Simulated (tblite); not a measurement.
Species: C₄H₁₂NPSi₃.
Numbering: `[SiH3:1][Si@@H:2]([SiH2:3][PH2:4])[n:5]1[cH:6][cH:7][cH:8][cH:9]1` (hydrogens: H10, H11, H12 on Si1; H13 on Si2; H14, H15 on Si3; H16, H17 on P4; H18 on C6; H19 on C7; H20 on C8; H21 on C9)

Structure used (GFN2-xTB), in Å, numbered top down from 1:
```
atom  x, y, z in Å
Si1   -1.124   -2.586   -0.853
Si2   -0.893   -0.305   -0.433
Si3   -1.916    0.653    1.446
P4    -2.474    2.817    1.257
N5     0.832    0.045   -0.313
C6     1.613   -0.187    0.788
C7     2.913    0.088    0.493
C8     2.945    0.505   -0.859
C9     1.664    0.462   -1.316
H10   -0.313   -3.398    0.058
H11   -2.523   -2.984   -0.675
H12   -0.742   -2.974   -2.214
H13   -1.237    0.496   -1.630
H14   -1.141    0.580    2.692
H15   -3.186   -0.041    1.708
H16   -1.298    3.200    0.636
H17   -3.128    2.663    0.047
H18    1.170   -0.530    1.703
H19    3.752    0.006    1.156
H20    3.814    0.802   -1.413
H21    1.264    0.704   -2.281
```

Calculated harmonic vibrations of the isolated species, GFN2-xTB (tblite), most abundant isotopes, no scaling. The method is semi-empirical: single wavenumbers can be off by several per cent or more. Modes of hydrogen on phosphorus and silicon can be 10 to 20 % off. One conformer, not necessarily the lowest. The optimisation stopped once no atom felt more than 0.01 eV/Å.

Lowest wavenumbers of the output (negative numbers stand for imaginary wavenumbers):
```
mode    cm-1
  1     -20.8
  2      16.4
  3      29.1
  4      54.6
  5      65.1
  6      88.2
  7     106.7
  8     115.4
  9     178.1
 10     235.5
```

Problem. Is this structure a minimum?

Solution. Not by this Hessian. 1 mode is imaginary beyond 20i (21i cm⁻¹), so at this level the point lies at or near a first-order saddle. The curvature is small, so loose convergence or finite differences may be the whole cause.

Problem. Which atoms move in the imaginary mode?

Solution. 21i: P4 (three-coordinate phosphorus) 38 %, Si3 (SiH2 silicon) 14 %. These are shares of the mass-weighted motion.

Problem. What is the remedy?

Solution. Step along that mode in both directions, optimise again with tighter thresholds and repeat the frequencies. The zero-point energy of this point (86.0 kcal/mol) counts the 56 real modes alone, and thermal corrections from it aren't those of a minimum.
